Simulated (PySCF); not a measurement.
**Working out the excitation energy of Ca**

Ca [Ar] 4s2 (1S) → Ca [Ar] 4s1 4p1 (3P). Computed with PySCF 2.14 in x2c-TZVPPall with one added diffuse shell each of s, p, d type (7s6p4d, 45 functions), with scalar relativity by spin-free X2C-1e. Frozen: [Ar]. Energies in hartree (1 hartree = 27.21139 eV):

| part | Ca (lower) | Ca (upper) |
| --- | --- | --- |
| UHF | -679.620222 | -679.582179 |
| CCSD correlation | -0.028238 | -0.003836 |
| (T) | 0.000000 | 0.000000 |

Q: What does Hartree-Fock give?

A: (-679.582179) − (-679.620222) = 0.038043 hartree = 1.035 eV.

Q: What do CCSD and CCSD(T) give?

A: The CCSD correlation energies differ by 0.024402 hartree = 0.664 eV and the triples by 0.000000 hartree = 0.000 eV, so CCSD gives 1.699 eV and CCSD(T) 1.699 eV.

Measured between the centres of the two terms (NIST): 1.892 eV, so CCSD(T) (valence) is off by -0.193 eV.

What remains against the reference includes basis incompleteness, the frozen core and higher excitations.
